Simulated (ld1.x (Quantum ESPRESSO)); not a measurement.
**krypton (Kr) RRKJ: all-electron and pseudo phase curves**

- Element: Kr
- Generator: ld1.x (Quantum ESPRESSO) 7.5
- Type: norm-conserving RRKJ (Kleinman–Bylander form)
- Functional: revPBE
- Relativity: scalar-relativistic
- Frozen core: [Ar]
- Valence charge: 18
- Reference configuration: 3d10 4s2 4p6
- Partial waves: 4p (bound): rc 1.10 bohr; 3d (bound): rc 1.05 bohr; 4s (bound): rc 1.35 bohr
- Local potential: the s channel
- Core correction: none
- rho0: 0.02

The phase is arctan(r·u′/u) with u = r·R(r), unwrapped; energies in Ry, scanned from -8 to 5 Ry. A pole is an energy at which the radial function vanishes at the test radius. The pseudo phase is shifted by a multiple of π to meet the all-electron one at the reference energy, and phase errors are pseudo minus all-electron; the curves can meet again beyond the range given. Levels narrower than the energy grid can be missing from the lists of poles.

| channel | radius (bohr) | reference energy (Ry) | poles, all-electron | poles, pseudo | unbroken range about the reference energy with phases within 0.05 rad | phase error 1 Ry above the reference energy (rad) |
| --- | --- | --- | --- | --- | --- | --- |
| s | 1.51 | -1.69 | 4.18 | 3.79 | the whole range | -0.002 |
| p | 1.51 | -0.68 | none | -2.62 | above -2.1 | +0.011 |
| d | 1.51 | -5.98 | -5.83 | -5.82 | below -1.4 | +0.010 |

Note: ghost state, extra bound levels that the all-electron valence spectrum of the same l lacks: p at -36.1 eV. A true bound ghost makes a file unfit for plane-wave use.

Phases in the s channel:

| E (Ry) | all-electron | pseudo |
| --- | --- | --- |
| -8.00 | 1.255 | 1.252 |
| -7.52 | 1.237 | 1.234 |
| -7.04 | 1.216 | 1.212 |
| -6.56 | 1.191 | 1.187 |
| -6.08 | 1.161 | 1.156 |
| -5.60 | 1.123 | 1.118 |
| -5.12 | 1.075 | 1.070 |
| -4.64 | 1.013 | 1.008 |
| -4.16 | 0.928 | 0.923 |
| -3.68 | 0.808 | 0.803 |
| -3.20 | 0.633 | 0.628 |
| -2.72 | 0.370 | 0.367 |
| -2.24 | 0.006 | 0.004 |
| -1.76 | -0.400 | -0.400 |
| -1.28 | -0.739 | -0.739 |
| -0.80 | -0.974 | -0.976 |
| -0.32 | -1.132 | -1.136 |
| 0.16 | -1.241 | -1.246 |
| 0.64 | -1.320 | -1.326 |
| 1.12 | -1.379 | -1.386 |
| 1.60 | -1.425 | -1.434 |
| 2.08 | -1.463 | -1.472 |
| 2.56 | -1.494 | -1.505 |
| 3.04 | -1.520 | -1.533 |
| 3.52 | -1.543 | -1.558 |
| 4.00 | -1.563 | -1.581 |
| 4.48 | -1.582 | -1.602 |
| 4.96 | -1.599 | -1.622 |
